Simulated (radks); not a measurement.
Values are calculated unless marked as measured or tabulated.
Problem. The manganese ion Mn+ is in [Ar] 3d5 4s1. Code: a radial shooting solver on a logarithmic mesh with Libxc functionals. Model: scalar-relativistic Kohn-Sham, LDA (Slater exchange, Perdew-Wang correlation), spin-polarised, spherical densities, finite nucleus; Fermi nuclear charge, rms radius of each element as measured or else 0.836 A^(1/3) + 0.57 fm. Open shells are filled with parallel spins first. One electron is removed from 3p, 3s, 4s, 3d in turn, with full relaxation. Which removal costs least, and what does each cost?

Solution. 4s 16.521 eV; 3d 24.041 eV; 3p 66.942 eV; 3s 97.960 eV. The 4s electron leaves first.
